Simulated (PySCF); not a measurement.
Compound: C2H7ClO2Si.
Cartesian coordinates in Å at the PBE0-D3(BJ)/def2-SVP level; atoms count from 1:
```
atom  x, y, z in Å
C1    -2.184   -0.728   -0.544
O2    -0.961   -0.482    0.096
Si3   -0.126    0.930    0.191
Cl4   -0.129    1.772   -1.704
O5     1.406    0.615    0.664
C6     2.332   -0.182   -0.034
H7    -2.329   -1.815   -0.619
H8    -2.203   -0.301   -1.562
H9    -3.031   -0.307    0.026
H10   -0.696    1.898    1.148
H11    1.979   -1.223   -0.122
H12    3.281   -0.178    0.521
H13    2.516    0.213   -1.047
```

Computed with PySCF 2.14.0, PBE0-D3(BJ)/def2-SVP geometry optimisation, gas phase.

Masses are those of the commonest isotopes; rigid-rotor values at the optimised geometry. The values belong to one conformer with, in the numbering `[CH3:1][O:2][SiH:3]([Cl:4])[O:5][CH3:6]`, C1–O2–Si3–Cl4 -45°, O2–Si3–O5–C6 61°.

(1) What are A, B and C (GHz)?

(2) What kind of rotor is it?

(3) Is it planar, by Δ = Ic − Ia − Ib?

(4) Give the other two planar moments, Paa and Pbb, and the rms extents of the mass along the axes.

(5) Where do the levels up to J = 5 lie, in cm⁻¹?

(6) Which lines would a microwave search look for?

(7) Estimate the classical rotational partition function at 25 K, 100 K and 200 K.

Results:

(1) Ia = 198.23, Ib = 261.02, Ic = 383.36 u·Å²; 505379 MHz·u·Å²/I gives 2549, 1936 and 1318 MHz, that is A = 2.5494, B = 1.9362, C = 1.3183 GHz.

(2) An asymmetric top; Ray's κ = 0.004.

(3) Not planar: Δ = Ic − Ia − Ib = -75.89 u·Å². For a rigid frame Δ = −2 Σ m c², so Σ m c² = 37.95 u·Å² lies off the ab plane: 11.23 from hydrogen and 26.72 from heavier atoms. The atom farthest from that plane is 2.12 Å away.

(4) Paa = Σ m a² = (Ib + Ic − Ia)/2 = 223.07 and Pbb = Σ m b² = (Ia + Ic − Ib)/2 = 160.29 u·Å². With the mass M = 125.99 u, the rms extents √(P/M) along a, b and c are 1.33, 1.13, 0.55 Å.

(5) Above 0(0,0):
J = 1: 1(0,1) 0.1086, 1(1,1) 0.1290, 1(1,0) 0.1496
J = 2: 2(0,2) 0.3161, 2(1,2) 0.3255, 2(1,1) 0.3873, 2(2,1) 0.4487, 2(2,0) 0.4583
J = 3: 3(0,3) 0.6121, 3(1,3) 0.6152, 3(1,2) 0.7357, 3(2,2) 0.7744, 3(2,1) 0.8136, 3(3,1) 0.9333, 3(3,0) 0.9365
J = 4: 4(0,4) 0.9942, 4(1,4) 0.9951, 4(1,3) 1.1823, 4(2,3) 1.2007, 4(2,2) 1.2912, 4(3,2) 1.3806, 4(3,1) 1.3996, 4(4,1) 1.5856, 4(4,0) 1.5865
J = 5: 5(0,5) 1.4635, 5(1,5) 1.4637, 5(1,4) 1.7159, 5(2,4) 1.7226, 5(2,3) 1.8805, 5(3,3) 1.9362, 5(3,2) 1.9929, 5(4,2) 2.1493, 5(4,1) 2.1563, 5(5,1) 2.4073, 5(5,0) 2.4075

(6) The dipole components are |μa| = 0.73 D, |μb| = 0.75 D, |μc| = 0.77 D. Intensities carry the squares of the components, which stand as 0.90 : 0.94 : 1.00 (a : b : c). Some lines, for components of 0.1 D or more:

| type | branch | J(Ka,Kc) | MHz | lower level (cm⁻¹) |
| --- | --- | --- | --- | --- |
| a | Q | 1(1,0) ← 1(1,1) | 618 | 0.129 |
| c | Q | 3(2,2) ← 3(1,2) | 1161 | 0.736 |
| b | Q | 1(1,0) ← 1(0,1) | 1231 | 0.109 |
| c | Q | 2(2,1) ← 2(1,1) | 1840 | 0.387 |
| b | Q | 2(2,0) ← 2(1,1) | 2128 | 0.387 |
| b | Q | 3(2,1) ← 3(1,2) | 2338 | 0.736 |
| a | R | 1(0,1) ← 0(0,0) | 3254 | 0.000 |
| a | Q | 3(1,2) ← 3(1,3) | 3612 | 0.615 |
| b | Q | 2(2,1) ← 2(1,2) | 3693 | 0.326 |
| b | R | 1(1,1) ← 0(0,0) | 3868 | 0.000 |
| b | Q | 3(3,1) ← 3(2,2) | 4763 | 0.774 |
| b | Q | 3(2,2) ← 3(1,3) | 4773 | 0.615 |
| b | R | 2(0,2) ← 1(1,1) | 5608 | 0.129 |
| a | R | 2(1,2) ← 1(1,1) | 5891 | 0.129 |
| a | R | 2(0,2) ← 1(0,1) | 6221 | 0.109 |
| b | R | 2(1,2) ← 1(0,1) | 6504 | 0.109 |
| a | R | 3(0,3) ← 2(0,2) | 8874 | 0.316 |
| b | R | 3(1,3) ← 2(0,2) | 8967 | 0.316 |
| c | R | 2(2,1) ← 1(1,1) | 9584 | 0.129 |
| b | R | 2(2,0) ← 1(1,1) | 9872 | 0.129 |
| a | R | 3(2,1) ← 2(2,0) | 10652 | 0.458 |
| b | R | 3(2,2) ← 2(1,1) | 11603 | 0.387 |
| c | R | 3(1,2) ← 2(0,2) | 12579 | 0.316 |
| b | R | 3(3,1) ← 2(2,0) | 14239 | 0.458 |
| b | R | 3(3,0) ← 2(2,1) | 14622 | 0.449 |
| b | R | 3(2,1) ← 2(1,2) | 14634 | 0.326 |

(7) Point group C1, symmetry number σ = 1; q = (√π/σ)·√((kT/h)³/(ABC)), k/h = 20836.6 MHz/K: 8260 at 25 K, 66100 at 100 K, 187000 at 200 K.

Whether it is a minimum is left open (no frequencies). No vibrational averaging or centrifugal distortion is included, and the geometry carries the error of its method. A rigid rotor knows nothing of internal rotation, which can split or shift real lines. Quadrupole hyperfine structure (35Cl) is left out.
